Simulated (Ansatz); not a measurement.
Z-matrix (Å, degrees):
```
Al
F 1 1.803
Cl 1 2.062 2 112.2
F 1 1.803 2 80.7 3 -110.2
F 1 1.630 2 109.8 3 141.9
Al 1 2.748 2 40.3 3 -109.7
F 6 1.630 1 116.8 2 -89.6
Cl 6 2.062 1 119.3 2 90.4
```

Charge 0, multiplicity 1.

Question: List the PBE/def2-TZVPP orbital energies in eV (Ansatz). (Estimate.)

Answer: Ansatz gave: Occupied: -2739.37, -2739.37, -1508.99, -1508.99, -662.06, -662.06, -659.74, -659.74, -249.96, -249.96, -190.61, -190.61, -190.50, -190.50, -190.49, -190.49, -109.14, -109.14, -71.17, -71.16, -71.12, -71.10, -71.04, -71.04, -31.97, -31.23, -29.12, -29.11, -20.77, -20.77, -14.55, -14.37, -13.78, -12.88, -12.05, -11.83, -11.55, -11.35, -10.39, -10.25, -10.16, -10.11, -10.00, -9.86, -8.61, -8.59, -8.55, -8.48. Lowest empty: -1.94, -0.65, -0.65, 0.38, 0.45, 1.10, 1.92, 2.28.
